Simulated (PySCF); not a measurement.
Cl5W, charge -1, multiplicity 3. Atoms are numbered in the order given.

```xyz
6

W      0.0000     0.0000     0.0000
Cl     0.0000     0.0000     2.4408
Cl     0.0000     0.0000    -2.4408
Cl     2.3198     0.0000     0.0000
Cl    -1.1599     2.0090     0.0000
Cl    -1.1599    -2.0090     0.0000
```
Charge -1, spin multiplicity 3.

Geometry optimised at B3LYP-D3(BJ)/def2-SVPD. The spin state was assumed, not searched. The def2 effective core potentials stand for the cores of W; spin–orbit coupling is left out.

Method: PySCF with B3LYP/def2-SVPD.

Mulliken values depend strongly on the basis, most of all with diffuse functions as here. ESP charges are fitted to the potential on shells at 1.4 to 2.0 van der Waals radii. Atomic charges (e):

| atom | ESP fit | Mulliken | Mulliken spin |
|---|---|---|---|
| W1 | … | 2.15 | 1.83 |
| Cl2 | … | -0.65 | 0.07 |
| Cl3 | … | -0.65 | 0.07 |
| Cl4 | … | -0.62 | 0.01 |
| Cl5 | … | -0.62 | 0.01 |
| Cl6 | … | -0.62 | 0.01 |

Q: Fill in the missing entries. (Estimate from the structure and the level; the computed values follow.)

A: 
- W1, ESP fit: 0.72
- Cl2, ESP fit: -0.49
- Cl3, ESP fit: -0.49
- Cl4, ESP fit: -0.25
- Cl5, ESP fit: -0.25
- Cl6, ESP fit: -0.25
